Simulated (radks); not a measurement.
Ta XLII, 32 electrons, occupied as [Ar] 3d10 4s2 4p2 (the NIST ground configuration).

All-electron calculation, Dirac Kohn-Sham, relativistic LDA (MacDonald-Vosko exchange, VWN5 correlation), spin-unpolarised, spherical densities, finite nucleus; open shells fill j = l - 1/2 first; Fermi nuclear charge, rms radius 5.3507 fm. Program: a radial shooting solver on a logarithmic mesh with Libxc functionals.

Energy parts (Ry):
part                       energy
total                 -29014.0231
kinetic                32691.3082
electron-nucleus      -67358.6608
Hartree                 6062.2753
exchange-correlation    -408.9458

Orbitals (lengths in bohr, moments of r in powers of bohr; r(90%) holds 90 % of the orbital's charge):
orbital,occ.,eigenvalue (Ry),<r>,r(90%),small-component weight
1s1/2,2,-5050.800,0.01875,0.0341,7.50e-02
2s1/2,2,-984.2045,0.07853,0.123,1.70e-02
2p1/2,2,-948.2390,0.06499,0.108,1.71e-02
2p3/2,4,-855.7913,0.07276,0.118,1.55e-02
3s1/2,2,-327.3566,0.2019,0.296,5.77e-03
3p1/2,2,-311.5253,0.1914,0.287,5.71e-03
3p3/2,4,-290.8506,0.2050,0.306,5.27e-03
3d3/2,4,-264.4487,0.1787,0.277,5.15e-03
3d5/2,6,-259.8578,0.1829,0.282,5.02e-03
4s1/2,2,-155.9995,0.4048,0.572,2.52e-03
4p1/2,2,-149.2312,0.4008,0.573,2.47e-03
4p3/2,0,-142.4572,0.4202,0.599,2.34e-03

The highest occupied level is 4p1/2 at -2030.4 eV. For comparison, the ionisation energy in NIST's Atomic Spectra Database is 2053 eV (theoretical). In exact Kohn-Sham theory the highest level is minus the ionisation energy, but local and semilocal functionals leave it too shallow, through self-interaction and a potential that decays too fast; potentials with the right tail come closer.

Beside tabulated values, note that spin-unpolarised runs miss the spin-polarisation part of the exchange energy of open shells.
